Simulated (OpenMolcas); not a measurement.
Lu+: effect of the IPEA shift

| Property | Result |
| --- | --- |
| Program | OpenMolcas 26.06 |
| Basis | ANO-RCC-VTZP [8s7p5d3f2g1h] |
| Scalar Hamiltonian | DKH2, point nucleus |
| Active space | 2 electrons in 6 orbitals (5d 6s) |
| State averaging | 2S+1 = 3 even, 15 roots; 2S+1 = 1 even, 20 roots |
| Spin-orbit coupling | state interaction with AMFI integrals over the reference wave functions, term energies averaged over their components |

Methods on the same reference wave functions:
A. CASSCF
B. MS-CASPT2, IPEA 0 Eh, imaginary shift 0.1 Eh (closed shells correlated: 5s 5p)
C. MS-CASPT2, IPEA 0.25 Eh, imaginary shift 0.1 Eh (closed shells correlated: 5s 5p)

Energies in cm⁻¹ above 6s² ¹S₀, the measured ground level; measured values from NIST Handbook of Basic Atomic Spectroscopic Data.

| Level | A | B | C | Measured |
| --- | --- | --- | --- | --- |
| 6s² ¹S₀ | 0.0 | 0.0 | 0.0 | 0.0 |
| 5d 6s ³D₁ | 9174 | 11800 | 11850 | 11796 |
| 5d 6s ³D₂ | 9943 | 12460 | 12520 | 12435 |
| 5d 6s ³D₃ | 11586 | 14210 | 14260 | 14199 |
| 5d 6s ¹D₂ | 16243 | 16960 | 17170 | 17333 |
| 5d² ³F₂ | 26468 | 29530 | 29730 | 29407 |
| 5d² ³F₃ | 28039 | 31260 | 31440 | 30889 |
| 5d² ³F₄ | 29853 | 33050 | 33230 | 32504 |
| 5d² ³P₀ | 34741 | 36200 | 37020 | 35652 |
| 5d² ³P₁ | 35218 | 36670 | 37500 | 36557 |
| 5d² ¹G₄ | 37893 | 39960 | 40040 |  |

Deviations, from unrounded energies. A percentage is the sum of absolute deviations over the sum of measured energies, with the sign that they share, or ± where signs differ.

```tsv
Against measurement	Levels	A	B	C
mean absolute deviation (cm-1)	9	2200	240	480
other configurations (%)	9	-8.8	±1.0	±1.9
```

B lies closest to measurement on these levels and A furthest from it. The largest miss of B in the table is 5d² ³F₄, by +550 cm-1. The ranking rests on the paired levels alone, and a cruder setting can come out closer through cancelling errors.

Between B and C the level of the table that moves most is 5d² ³P₁, by 820 cm-1 (lowest in B, highest in C). Moves below CASPT2's spread within the term are not significant.

The mean deviations of B to C differ by less than CASPT2's widest spread within a term (510 cm-1), so their order carries little weight.

The lowest spin-free term lies below A's lowest term by 0.212 hartree in B, 0.210 hartree in C.

CASPT2 breaks the degeneracy within a term, and the mean is taken; among the terms shown or strongly mixed into the levels shown the widest spread is 510 cm-1 (5d² ¹G, B). A single d shell beside an s shell can misplace configurations of different d count against each other. Without dynamic correlation excited terms often stand tens of per cent too high (terms of higher spin than the ground term too low), and those without a measured partner can miss by more than the paired ones (holds for A). Computed and measured levels are paired by configuration, term and J; levels that our copy of the source lacks, or whose pairing is in doubt (as where it misses far off the trend of its configuration), stay unpaired and out of the deviations. Levels of configurations outside the active space are missing. The table leaves out levels that lie high or whose names do not pair safely across all columns.
